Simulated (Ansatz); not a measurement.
An input meant for BiH2(vinyl) (C2H5Bi) (charge 0, singlet; with a point charge).

```yaml
crystal:
  periodic: [false, false, false]
  atoms:
    - {symbol: Bi, position_ang: [1.657856, 3.043393, 1.895122]}
    - {symbol: H, position_ang: [4.873673, 3.157094, -0.457763]}
    - {symbol: H, position_ang: [-0.017060, 5.864396, -0.367913]}
    - {symbol: C, position_ang: [-0.416312, -0.618196, -0.743059]}
    - {symbol: C, position_ang: [-1.546615, -2.991788, 0.562232]}
    - {symbol: H, position_ang: [-0.466700, -0.387716, -3.136965]}
    - {symbol: H, position_ang: [-1.530517, -3.288800, 2.951952]}
    - {symbol: H, position_ang: [-2.554325, -4.778384, -0.703607]}
basis:
  gaussian: {orbitals: def2-SVP, point_charges: [{charge: -1.00, position_ang: [5.796, -0.102, 0.020]}]}
hamiltonian: {xc: {name: B97M-V}, pseudopotentials: {relativity: none}}
output: {forces: true}
```

```sh
$ ansatz run in.yaml --threads 4 --pin off --events-out ev --progress --plain --max-ram 3916MiB
```

Shortened log:

```
Functional definition: B97M-V
882 factors; their error is unknown
mean field evaluation 1: about -7906.9166 eV, gradient 6.8e1 eV
mean field evaluation 2: about -7363.0097 eV, gradient 1.3e2 eV
mean field evaluation 4: about -7886.3632 eV, gradient 9.6e1 eV
mean field evaluation 8: about -7958.4825 eV, gradient 2.0e1 eV
mean field evaluation 16: about -7962.5257 eV, gradient 7.6e-4 eV
mean field evaluation 32: about -7951.3380 eV, gradient 1.9e1 eV
mean field evaluation 64: about -7962.5181 eV, gradient 4.2e-1 eV
mean field evaluation 96: about -7960.7879 eV, gradient 5.0e0 eV
mean field evaluation 128: about -7962.5168 eV, gradient 1.1e0 eV
mean field -7962.52568696 eV, -292.6174218022 hartree, gradient 1.5e-6 eV, S^2 0.000000; 10 other end points of the search recorded, 0 dependent functions left out
reference -7962.52577658 eV, -292.6174250956 hartree; 20, 20 occupied and 59, 59 virtual orbitals, 882 factors
Total energy: -7962.52577658 eV, -292.6174250956 hartree
Atom 0 at     1.657856     3.043393     1.895122 Å, force     0.261303     0.306408    -1.134975 eV/Å
Atom 1 at     4.873673     3.157094    -0.457763 Å, force    -0.577749    -0.060015     0.442191 eV/Å
Atom 2 at    -0.017060     5.864396    -0.367913 Å, force     0.295802    -0.528506     0.469443 eV/Å
Atom 3 at    -0.416312    -0.618196    -0.743059 Å, force    -0.093256    -0.135052    -1.611410 eV/Å
Atom 4 at    -1.546615    -2.991788     0.562232 Å, force    -0.578051    -0.887607     0.350002 eV/Å
Atom 5 at    -0.466700    -0.387716    -3.136965 Å, force     0.002453    -0.245887     2.154762 eV/Å
Atom 6 at    -1.530517    -3.288800     2.951952 Å, force    -0.019188     0.122394    -1.812709 eV/Å
Atom 7 at    -2.554325    -4.778384    -0.703607 Å, force     0.802399     1.332718     1.080492 eV/Å
Dipole moment:     1.155259     0.469462     0.803076 e Å
```

In this input the geometry is stretched to more than twice its size. The calculation finished and met its thresholds. The result belongs to that input, not to the species as meant.

In the def2 sets Bi takes a core potential; there is no spin–orbit coupling.
